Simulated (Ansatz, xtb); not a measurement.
**GeH6NSi: 5 structures ranked**

5 gas-phase structures of GeH6NSi, found in a search over its isomers (lower ones may exist). Each was relaxed with GFN2-xTB; where two conformers were screened, the lower at r2SCAN-D4/def2-SVP is listed:

A. `N[SiH2][GeH2]`, a doublet
B. `[SiH2][NH][GeH3]`, a doublet
C. `[NH2][GeH][SiH3]`, a doublet
D. `N[SiH][GeH3]`, a doublet
E. `[SiH3][NH][GeH2]`, a doublet

Which do you expect lowest at r2SCAN-D4/def2-SVP, and how would the others follow?

Calculated order at r2SCAN-D4/def2-SVP: E (0.0), A (0.6), D (2.4), C (3.2), B (4.9) kcal/mol. Less than 1 kcal/mol parts E and A; D and C, so the order within those pairs means little. CCSD(T)/def2-SVP + ΔMP2/def2-TZVPP after further relaxation puts A lowest instead.

Energies above the lowest of each column, in kcal/mol; the last columns are at PBE-D3(BJ)/def2-SVP geometries (a dash: not run or not comparable):

```csv
structure,GFN2-xTB,HF/STO-3G,r2SCAN-D4/def2-SVP,PBE-D3(BJ)/def2-SVP,CCSD(T)/def2-SVP + ΔMP2/def2-TZVPP
E,0.0,9.7,0.0,1.8,1.5
A,7.5,13.2,0.6,0.0,0.0
D,18.9,3.4,2.4,1.9,5.5
C,7.1,12.2,3.2,3.6,7.9
B,17.1,0.0,4.9,8.7,–
```

CCSD(T)/def2-SVP + ΔMP2/def2-TZVPP puts A lowest of those it was run on; GFN2-xTB picks E, HF/STO-3G picks B, r2SCAN-D4/def2-SVP picks E. CCSD(T)/def2-SVP + ΔMP2/def2-TZVPP orders those it was run on as A (0.0), E (1.5), D (5.5), C (7.9) kcal/mol. Flexible structures stand in one conformer each, not always the lowest. Frequencies (PBE-D3(BJ)/def2-SVP) were run for A, C, D, E alone. Open shells are spin-unrestricted. ΔMP2 is the change of the MP2 energy from the smaller to the larger basis.

Over these structures GFN2-xTB departs from r2SCAN-D4/def2-SVP by 5.2 kcal/mol on average once a common shift is removed. A GFN2-xTB relaxation took about 0.14 s and the r2SCAN-D4/def2-SVP energy about 2.6 s on a shared host (Ansatz 0.2.0, xtb 6.7.1).
